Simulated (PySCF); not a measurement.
**Electron correlation in B⁺ (boron, charge +1)**

[He] 2s1 3s1, high-spin 3S determinant (an excited configuration). Computed with PySCF 2.14 in x2c-TZVPPall with one added diffuse shell each of s, p, d type (6s4p3d1f, 40 functions), with scalar relativity by spin-free X2C-1e. Frozen: 1s2; 2 electrons correlated.

Total MP2 correlation energy: -3.22 mhartree.

Same-spin part -3.22 and opposite-spin part 0.00 mhartree; SCS-MP2 scales them by 1/3 and 6/5 to -1.07 mhartree.
